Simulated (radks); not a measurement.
The numbers below are computed, except where a source is named.
Q: All-electron atom: Eu48+ in [Ne] 3s2 3p3. Level of theory: non-relativistic Kohn-Sham, TPSS, spin-polarised, spherical densities, point nucleus; open shells are filled with parallel spins first (spin-orbit coupling, left out, can overturn this in heavy ions); meta-GGA in the generalised Kohn-Sham scheme; relativity is left out, which matters for an element this heavy (a radial shooting solver on a logarithmic mesh with Libxc functionals). Some entries of the table are withheld. Estimate them.

| orbital | occ. | eigenvalue (eV) | <1/r> (bohr^-1) |
|---|---|---|---|
| 1s up | 1 | -48836.63 | 62.48 |
| 1s down | 1 | -48827.84 | 62.49 |
| 2s up | 1 | -10331.71 | (1) |
| 2s down | 1 | -10326.56 | (2) |
| 2p up | 3 | -10012.46 | 14.69 |
| 2p down | 3 | -10003.61 | 14.69 |
| 3s up | 1 | -4175.200 | 6.133 |
| 3s down | 1 | -4143.096 | 6.111 |
| 3p up | 3 | (3) | 6.078 |
| 3p down | 0 | (4) | 6.068 |

A: 
(1) 2s up <1/r> (bohr^-1): 14.72
(2) 2s down <1/r> (bohr^-1): 14.72
(3) 3p up eigenvalue (eV): -4054.547
(4) 3p down eigenvalue (eV): -4022.261
